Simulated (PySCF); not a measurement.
**Computed properties of C₄H₄ClF, SMILES C=C(F)/C=C\Cl**

C4H4ClF, SMILES C=C(F)/C=C\Cl. The structure is a stationary point at B3LYP-D3(BJ)/def2-SVP. The structure was generated by enumeration; whether it is a known compound was not checked. The values are those of a single conformer. All values are computed for the isolated molecule unless a solvent is named; none is compared with measurement here.

**Structure.** The optimised structure has Cs symmetry. All 24 harmonic modes at B3LYP-D3(BJ)/def2-SVP (PySCF) are real, so it is a minimum. With heavy atoms numbered as in [CH2:1]=[C:2]([F:3])/[CH:4]=[CH:5]\[Cl:6], the shortest bond between them is C2–F3 at 1.341 Å and the longest C5–Cl6 at 1.730 Å.

**Vibrations.** The strongest infrared lines (harmonic, unscaled, degenerate partners summed) lie at 1726 cm⁻¹ (91 km/mol, C 92 %), 1404 cm⁻¹ (58 km/mol, H 62 %, C 37 %), 866 cm⁻¹ (58 km/mol, H 67 %, C 33 %). The softest mode is at 66 cm⁻¹ and the zero-point energy is 43.1 kcal/mol.

**Electronic structure.** M06-2X/def2-TZVP (PySCF) places the frontier levels at -8.03 and -0.58 eV, a gap of 7.45 eV, and gives a dipole moment of 2.54 D and a mean polarisability of 65.8 bohr³. PBE/def2-TZVP (PySCF) at the same geometry gives -5.85 and -2.27 eV, so its gap is 3.87 eV narrower. An orbital gap is neither the optical nor the fundamental gap.

**Excitations.** TDA-PBE0/def2-SVPD (PySCF) has S1 at 5.75 eV (216 nm, f = 0.936, bright); the most intense of the 10 singlets computed lies at 5.75 eV (f = 0.94). T1 (TDA) is at 2.92 eV, 2.83 eV under S1. TDA-PBE/def2-SVPD (PySCF) puts S1 at 5.17 eV. No vertical singlet excitation falls in the visible range (under 3.1 eV).

**NMR.** GIAO shifts at B3LYP/pcSseg-1 (PySCF) (non-relativistic, atoms alike by connectivity averaged): ¹³C from 105.8 to 175.2 ppm against TMS; ¹H from 5.0 to 6.3 ppm against TMS; ¹⁹F at -115.9 ppm against CFCl3. Without spin–orbit terms, shifts of atoms bonded to Cl or Br come out too high.
